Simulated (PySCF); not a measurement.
**Computed spin Hamiltonian**

C6H10NO (doublet state).
Structure used (GFN2-xTB), in Å, numbered top down from 1:
```xyz
18
C6H10NO angstrom
C     -2.4414    0.3877   -0.1262
C     -1.2575   -0.5551   -0.0190
C     -0.4261   -0.7234   -1.3102
C      0.7497   -0.1822   -0.5828
C      2.1008    0.0218   -0.9869
N      2.9375    0.5141   -0.0066
O      2.5245   -0.2442   -2.1085
C     -0.0079    0.0266    0.6830
H     -2.1354    1.3365   -0.5621
H     -3.2155   -0.0471   -0.7547
H     -2.8657    0.5811    0.8571
H     -1.5762   -1.5072    0.4084
H     -0.3040   -1.7437   -1.6785
H     -0.7570   -0.1142   -2.1543
H      2.5597    0.9344    0.8232
H      3.8605    0.7929   -0.2935
H      0.3576   -0.5417    1.5420
H     -0.1124    1.0701    0.9931
```

The hyperfine couplings belong to this conformer and change with its torsions.

As a line formula: `CC1C[C](C(N)=O)C1` [radical].

The calculation used UKS B3LYP, pcH-1 on C H N O, non-relativistic, mean-field spin-orbit, GIAO in PySCF 2.14.0. The structure is a single GFN2-xTB conformer in the gas phase; no vibrational or solvent corrections. Couplings are sensitive to structure, and on GFN2-xTB geometries they can be far from those on DFT ones. The frame is twisted about the C5–N6 bond at this geometry (dihedral O7–C5–N6–H16 = 10°); couplings at other torsion angles weren't computed. The SCF solution wasn't tested for stability.

```json
{
 "g1, g2, g3": "2.00212, 2.00356, 2.00486",
 "g_iso": "2.00351",
 "Form of g": "rhombic: the two nearest values differ by 47 % of g3 − g1",
 "⟨S²⟩": "0.7563 (exact 0.7500)",
 "α and β electrons": "31, 30",
 "HOMO–LUMO gap, α and β orbitals": "6.71, 4.08 eV",
 "Total energy": "-364.61224 Eh",
 "Basis functions": "300"
}
```

Hyperfine couplings atom by atom, in MHz; T1 to T3 are the principal values of the dipolar part; ρ(0) is the spin density at the nucleus:

```csv
atom,isotope,a_iso,T1,T2,T3,Mulliken spin population,ρ(0) (bohr⁻³)
C1,13C,-1.3,-0.4,-0.3,0.6,0.00,-0.0012
C2,13C,3.5,-1.2,-1.1,2.3,0.01,0.0031
C3,13C,-29.6,-2.5,1.2,1.3,-0.08,-0.0263
C4,13C,76.8,-69.7,-68.0,137.7,0.85,0.0683
C5,13C,-35.2,-5.3,0.3,5.0,-0.07,-0.0313
N6,14N,0.6,-2.4,-1.8,4.2,0.04,0.0019
O7,17O,-11.0,-51.1,25.1,26.0,0.16,0.0181
C8,13C,-29.0,-2.3,0.8,1.6,-0.08,-0.0258
H9,1H,0.2,-2.0,-1.4,3.4,0.00,0.0001
H10,1H,0.0,-1.0,-0.9,1.9,0.00,0.0000
H11,1H,0.0,-1.0,-0.9,1.9,0.00,0.0000
H12,1H,-3.0,-2.3,-2.1,4.4,0.00,-0.0007
H13,1H,99.6,-4.3,-3.1,7.3,0.04,0.0223
H14,1H,105.0,-4.2,-3.2,7.5,0.04,0.0235
H15,1H,-2.8,-3.7,-1.0,4.7,0.00,-0.0006
H16,1H,-4.2,-3.2,-2.3,5.4,0.00,-0.0009
H17,1H,95.4,-4.1,-3.2,7.4,0.04,0.0213
H18,1H,100.1,-4.1,-3.4,7.5,0.04,0.0224
```

Largest spin populations (Mulliken): C4 (+0.85), O7 (+0.16), C3 (-0.08) and C8 (-0.08). The positive populations add up to 1.23 and the negative ones to -0.23, together 2S = 1. The angles at C4 add up to 360.0°, so it is planar.

Axes: g2 points within 9° of the C3–C4 bond and g3 points within 12° of the C4–C8 bond.

Under fast tumbling the dipolar parts average out, and these isotropic splittings remain (the largest six): 1 × 1H (H14, I = 1/2, 2 lines) with 3.74 mT, 1 × 1H (H18, I = 1/2, 2 lines) with 3.57 mT, 1 × 1H (H13, I = 1/2, 2 lines) with 3.55 mT, 1 × 1H (H17, I = 1/2, 2 lines) with 3.40 mT, 1 × 1H (H16, I = 1/2, 2 lines) with 0.15 mT and 1 × 1H (H12, I = 1/2, 2 lines) with 0.11 mT.

C3 and C8, with what hangs on them, aren't averaged: C4 is flat or nearly so (angle sum 360°), and its turn about the short C4–C5 bond (1.42 Å) is taken as slow. H15 and H16 aren't averaged: N6 is flat or nearly so (angle sum 355°), and its turn about the short N6–C5 bond (1.38 Å) is taken as slow.

The 17O coupling of O7 (-11.0 MHz) shows only in satellite lines or after enrichment, since that isotope makes up about 0.038 % of natural oxygen.

The 13C coupling of C4 (76.8 MHz) shows only in satellite lines or after enrichment, since that isotope makes up about 1.07 % of natural carbon.

Hardware: Arm Neoverse V2, one thread, shared host with 96 logical CPUs at a one-minute load of 50. Cost: 91 s of wall time (with the writing of density and orbital grids), 0.97 GiB resident at most.
